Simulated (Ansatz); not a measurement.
Computed with Ansatz on PBE0-D4/def2-TZVP structures; ΔE is electronic, products minus reactants. CCSD(T)/CBS adds triple-zeta CCSD(T) − MP2 to the extrapolated MP2 energy (def2 sets, frozen cores). Functionals use def2-TZVPP. B3LYP here is the variant with VWN-RPA as its local correlation; programs differ in this. HSE06 is defined as in plane-wave codes. For Ga, Se outer-core shells are correlated without core-valence functions, which leaves a few kJ/mol of doubt a bond. Scalar relativity is left out up to krypton. One conformer a species, not always the lowest.

`S[SiH](Cl)[SeH]` + `[CH3][GaH][F]` → `[CH3][Ga]([F])[SeH]` + `S[SiH2]Cl`  (formal exchange of groups at the Se–Si bond)

```tsv
level	ΔE (kJ/mol)	difference from CCSD(T)/CBS
LDA (SPW92)	-40.6	6.3
PBE-D4	-42.3	4.6
BLYP-D4	-44.7	2.2
r2SCAN-D4	-46.9	0.0
B97M-V	-38.3	8.6
PBE0-D4	-44.4	2.5
r2SCANh-D4	-47.2	-0.3
r2SCAN0-D4	-47.9	-1.0
HSE06-D4	-44.6	2.3
BHLYP-D4	-49.7	-2.8
CAM-B3LYP-D4	-47.4	-0.5
ωB97X-V	-46.0	0.9
ωB97M-V	-44.0	2.9
PBE-QIDH	-48.1	-1.2
PBE	-46.0	0.9
revPBE	-47.7	-0.8
BLYP	-52.9	-6.0
r2SCAN	-47.6	-0.7
PBE0	-47.6	-0.7
B3LYP	-53.0	-6.1
r2SCANh	-48.1	-1.2
r2SCAN0	-48.8	-1.9
HSE06	-47.7	-0.8
BHLYP	-55.0	-8.1
CAM-B3LYP	-50.9	-4.0
LC-ωPBE	-44.7	2.2
RPA@PBE/def2-TZVPP	-51.7	-4.8
HF/def2-SVP	-64.2	-17.3
MP2/def2-SVP	-57.5	-10.6
CCSD/def2-SVP	-60.2	-13.3
CCSD(T)/def2-SVP	-59.8	-12.9
HF/def2-TZVPP	-61.0	-14.1
MP2/def2-TZVPP	-48.0	-1.1
SCS-MP2/def2-TZVPP	-50.4	-3.5
CCSD/def2-TZVPP	-52.9	-6.0
HF/def2-QZVPP	-60.1	-13.2
MP2/def2-QZVPP	-45.1	1.8
SCS-MP2/def2-QZVPP	-47.6	-0.7
HF/CBS(def2)	-60.0	-13.1
CCSD/CBS(def2)	-48.3	-1.4
CCSD(T)/CBS	-46.9	0
```

Largest T1 diagnostic among the species: 0.013.

In def2-TZVPP, CCSD(T) changes the Hartree–Fock value by +9.6 kJ/mol (the triples alone add +1.4 kJ/mol) and MP2 by +13.0 kJ/mol. The D4 term adds +6.4 kJ/mol with B3LYP and +3.3 kJ/mol with PBE0; it sums over pairs of atoms, weighted by their polarisabilities, and B3LYP, whose exchange is more repulsive, gets the larger term. At CCSD(T), def2-SVP lies −12.9 kJ/mol from the extrapolated value and def2-TZVPP −4.6 kJ/mol.

CCSD(T)/CBS has its own doubt, a few kJ/mol and more with outer-core shells, so smaller differences from it don't rank the levels.
